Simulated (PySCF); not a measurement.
**Correlation energy of Yb²⁺ (ytterbium, charge +2)**

[Xe] 4f13 6s1, high-spin 3F determinant (an excited configuration). All numbers are calculated (PySCF 2.14, scalar relativity by spin-free X2C-1e, in x2c-TZVPPall). Frozen: [Kr] 4d10; 22 electrons correlated.

MP2 pair energies summed by pair of shells (mhartree):

```json
{"pair": "4f-4f", "energy": "-550.76", "share (%)": "53.5"}
{"pair": "4f-5p", "energy": "-234.77", "share (%)": "22.8"}
{"pair": "5p-5p", "energy": "-120.74", "share (%)": "11.7"}
{"pair": "4f-5s", "energy": "-51.65", "share (%)": "5.0"}
{"pair": "5s-5p", "energy": "-29.70", "share (%)": "2.9"}
{"pair": "5p-6s", "energy": "-22.38", "share (%)": "2.2"}
{"pair": "4f-6s", "energy": "-12.49", "share (%)": "1.2"}
{"pair": "5s-5s", "energy": "-5.91", "share (%)": "0.6"}
{"pair": "5s-6s", "energy": "-1.20", "share (%)": "0.1"}
```

Total MP2 correlation energy: -1029.6 mhartree.

Same-spin part -397.25 and opposite-spin part -632.35 mhartree; SCS-MP2 scales them by 1/3 and 6/5 to -891.24 mhartree.
